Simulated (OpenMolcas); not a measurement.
## V3+: CASPT2 settings compared

```json
{
  "Program": "OpenMolcas",
  "Basis": "ANO-L-VDZP [5s4p2d1f]",
  "Scalar Hamiltonian": "non-relativistic, point nucleus",
  "Active space": "2 electrons in 10 orbitals (3d 4d)",
  "State averaging": "2S+1 = 3 even, 10 roots; 2S+1 = 1 even, 15 roots kept (CI in the orbitals of an earlier block)",
  "Spin-orbit coupling": "RASSI with atomic mean-field integrals over the reference wave functions, term energies averaged over their components"
}
```

Methods on the same reference wave functions:
A. CASSCF
B. SS-CASPT2, IPEA 0.3 Eh, real shift 0.2 Eh (closed shells correlated: 2s 2p 3s 3p)
C. SS-CASPT2, IPEA 0.2 Eh, imaginary shift 0.15 Eh (closed shells correlated: 2s 2p 3s 3p)
D. XMS-CASPT2, IPEA 0 Eh, no level shift (closed shells correlated: 3s 3p)

Energies in cm⁻¹ above 3d² ³F₂, the measured ground level; measured values from Sugar and Corliss, J. Phys. Chem. Ref. Data 7, 1191 (1978).

```tsv
Level	A	B	C	D	Measured
3d² ³F₂	0.0	0.0	0.0	0.0	0.0
3d² ³F₃	318	319	319	319	325
3d² ³F₄	729	731	731	731	735
3d² ¹D₂	13428	11070	11050	11560	10959
3d² ³P₀	15903	13610	13550	13630	
3d² ³P₁	16012	13720	13660	13740	13239
3d² ³P₂	16249	13960	13900	13980	13458
3d² ¹G₄	20742	19540	19550	19700	18391
3d² ¹S₀	50153	43730	43690	44510	42462
```

Deviations, from unrounded energies. A percentage is the sum of absolute deviations over the sum of measured energies, with the sign that they share, or ± where signs differ.

```csv
Against measurement,Levels,A,B,C,D
mean absolute deviation (cm-1),7,2600,500,480,710
fine structure of the ground term (%),2,-1.2,-0.9,-0.9,-1.0
other terms of the ground configuration (%),5,+18.3,+3.6,+3.4,+5.1
```

B, C lie about equally close to measurement and A furthest from it. The largest miss of C in the table is 3d² ¹S₀, by +1200 cm-1. The ranking rests on the paired levels alone, and a cruder setting can come out closer through cancelling errors.

Among B to D the level of the table that moves most is 3d² ¹S₀, by 830 cm-1 (lowest in C, highest in D). Moves below CASPT2's spread within the term are not significant.

The mean deviations of B to D differ by less than CASPT2's widest spread within a term (560 cm-1), so their order carries little weight.

From A to B the spin-free energies of the other terms of 3d² shown, above ³F, scale by factors of 0.82 to 0.94, as is usual when dynamic correlation screens the repulsion within a d or f shell.

The lowest spin-free term lies below A's lowest term by 0.144 hartree in B, 0.146 hartree in C, 0.145 hartree in D.

Term energies are means over components that CASPT2 splits; among the terms shown or strongly mixed into the levels shown the widest spread is 560 cm-1 (3d² ¹G, C). Terms from blocks run as CI alone lack orbitals of their own. Active for correlation alone: 4d; no level in the range computed is led by a configuration that fills it, so any true level of that kind is missing. The basis is small and was not contracted for so high a charge. Without dynamic correlation excited terms often stand tens of per cent too high (terms of higher spin than the ground term too low), and those without a measured partner can miss by more than the paired ones (holds for A). Measured partners are found by configuration, term and J. A level has none where our copy of the source lacks it or the pairing is in doubt (some pairs that miss far off the trend of their configuration count as doubtful), and it then counts in no deviation. Only configurations of the active space appear.
